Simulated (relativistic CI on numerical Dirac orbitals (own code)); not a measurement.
Computed by Dirac-Coulomb-Breit CI, separate exchange-only KLI orbitals for each configuration, a model potential for QED, unscaled Slater integrals (own radial code, finite nucleus).

Configurations in the expansion (outside the closed core [Ar] 3d10): 4s²4p⁶4d⁴, 4s²4p⁶4d³4f, 4s²4p⁵4d⁵, 4s4p⁶4d⁵, 4s²4p⁵4d⁴4f, 4s4p⁶4d⁴4f, 4s²4p⁶4d³5s, 4s²4p⁶4d²4f5s, 4s²4p⁶4d³5p, 4s²4p⁶4d³5d, 4s²4p⁵4d⁴5s, 4p⁶4d⁵4f, 4s²4p⁶4d³5f, 4s²4p⁶4d²5s5p, 4s4p⁶4d³4f5s, 4s²4p⁶4d³6s, 4s²4p⁶4d³6p, 4p⁶4d⁵5p, 4p⁶4d⁶, 4p⁵4d⁷, 4p⁵4d⁶4f, 4s²4p⁶4d²5s², 4s²4p⁶4d4f5s², 4s²4p⁵4d²4f5s², 4s4p⁶4d²4f5s². Double excitations out of closed p, d and f shells are left out; levels of such configurations are missing from the list, as are those of other unlisted configurations, and high levels can miss mixing partners. These lack a partner that the ground configuration has and come out too high: 4s²4p⁵4d⁴5s.

At this charge energies of transitions that change n are usually good to better than 1 %, and those within a shell (Δn = 0) to a few per cent. Terms inside the open d or f shell come out 10 to 20 % too wide with unscaled integrals.

Outline of the computed level scheme of Os XXXVII. Lowest level of each configuration: 4s²4p⁶4d⁴ ³P0 at 0.000 eV; 4s²4p⁵4d⁵ ⁵D°4 at 186.281 eV.

Some strong electric-dipole decays among the lowest 45 levels: 4s²4p⁵4d⁵ ³D°1 → 4s²4p⁶4d⁴ ³P0 (1.4e+11 s⁻¹); 4s²4p⁵4d⁵ ⁵P°2 → 4s²4p⁶4d⁴ ⁵D1 (1.9e+10 s⁻¹); 4s²4p⁵4d⁵ ⁵D°3 → 4s²4p⁶4d⁴ ⁵D2 (1.0e+10 s⁻¹).

LS names give the leading component of a level, which can be under half, so a name can repeat, a term be missing and a line seem to break the LS rules.
